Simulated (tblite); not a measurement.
Compound: C₅H₁₇N₃Si.
Atom-mapped SMILES: `[CH3:1][N:2]([CH3:3])[SiH2:4][N:5]([CH3:6])[CH2:7][CH2:8][NH2:9]` (hydrogens: H10, H11, H12 on C1; H13, H14, H15 on C3; H16, H17 on Si4; H18, H19, H20 on C6; H21, H22 on C7; H23, H24 on C8; H25, H26 on N9)

Structure used (GFN2-xTB), in Å, numbered top down from 1:
```xyz
26
C5H17N3Si angstrom
C      3.2710   -0.1700   -0.7861
N      1.8962    0.1116   -0.4734
C      1.6877    1.5007   -0.1497
Si     0.8518   -1.1156    0.1265
N     -0.7464   -0.6015   -0.2433
C     -1.0888   -0.0963   -1.5513
C     -1.8694   -1.0722    0.5393
C     -2.1795   -0.1291    1.7184
N     -2.4995    1.2352    1.3447
H      3.9351    0.0499    0.0599
H      3.5930    0.4407   -1.6357
H      3.3822   -1.2188   -1.0452
H      2.3108    1.8164    0.6965
H      1.9413    2.1290   -1.0103
H      0.6458    1.6630    0.1104
H      1.2895   -2.3386   -0.5643
H      0.8596   -1.3387    1.5797
H     -0.1874    0.2657   -2.0376
H     -1.5330   -0.8769   -2.1817
H     -1.8044    0.7290   -1.4796
H     -2.7521   -1.1465   -0.1049
H     -1.6647   -2.0698    0.9383
H     -3.0240   -0.5317    2.2851
H     -1.3067   -0.0919    2.3739
H     -1.7194    1.6316    0.8308
H     -3.3098    1.2475    0.7324
```

Computed values, GFN2-xTB/tblite, gas phase, harmonic and unscaled. This tight-binding method is rough: wavenumbers can miss measured ones by several per cent, in bad cases by 10 to 20. Modes of hydrogen on silicon can be 10 to 20 % off. One conformer, not necessarily the lowest.

Harmonic wavenumbers (cm⁻¹): 37.5, 40.6, 61.2, 100.2, 115.6, 156.0, 166.2, 192.7, 205.8, 246.9, 266.2, 281.7, 308.5, 348.2, 390.4, 404.9, 487.9, 537.3, 611.2, 669.4, 701.2, 794.6, 813.2, 864.6, 909.7, 951.1, 1001.1, 1038.8, 1052.8, 1056.0, 1092.2, 1101.5, 1106.6, 1124.7, 1129.2, 1186.8, 1212.1, 1235.3, 1301.8, 1310.2, 1320.1, 1323.8, 1338.1, 1413.3, 1417.7, 1426.9, 1467.3, 1476.5, 1481.1, 1488.8, 1492.4, 1503.2, 1508.3, 1513.0, 1571.9, 2166.1, 2209.0, 2879.6, 2884.5, 2886.2, 2923.1, 2929.8, 2934.2, 2935.9, 2938.5, 2956.3, 2978.9, 3041.8, 3042.8, 3043.0, 3374.4, 3408.7.

A = 2271, B = 754.5, C = 707.4 MHz; mass 147.119 u (most abundant isotopes); point group C1, symmetry number 1.

Task: What is the zero-point energy?

Result: Half the sum of the wavenumbers: 48944 cm⁻¹ = 139.94 kcal/mol.

Task: Entropy at 200 K, 1 bar (ideal gas, RRHO, classical rotation)?

Result: Translation 38.91, rotation 28.77, vibration 30.53: S = 98.2 cal/(mol K).

Task: And Cp and H(200 K) − H(0)?

Result: Cp = 37.72 cal/(mol K), of which vibrations give 29.77 (their classical limit is 72 R = 143.1); H(200 K) − H(0) = 4.80 kcal/mol without the zero-point energy, 3.21 from vibrations.

Task: Which modes carry the vibrational entropy at 200 K?

Result: 37.5 cm⁻¹: 4.60; 40.6 cm⁻¹: 4.44; 61.2 cm⁻¹: 3.63; 100.2 cm⁻¹: 2.68; 115.6 cm⁻¹: 2.41; 156.0 cm⁻¹: 1.86 cal/(mol K); the other 66 give 10.91 together.

Task: Blend soft modes into free rotors: weight 1/[1 + (100 cm⁻¹/ν̃)⁴] for the oscillator and the rest for a rotor with moment μB/(μ + B), μ = h/(8π²ν), B = 10⁻⁴⁴ kg m². What vibrational entropy results?

Result: 27.71 cal/(mol K) in place of 30.53, which changes −T·S at 200 K by +0.56 kcal/mol.

Hindered rotation and anharmonicity are outside this model. Other conformers, if any are populated, would add a mixing term that is left out. The structure is chiral; the term R ln 2 for an equal mix with its mirror image is left out.
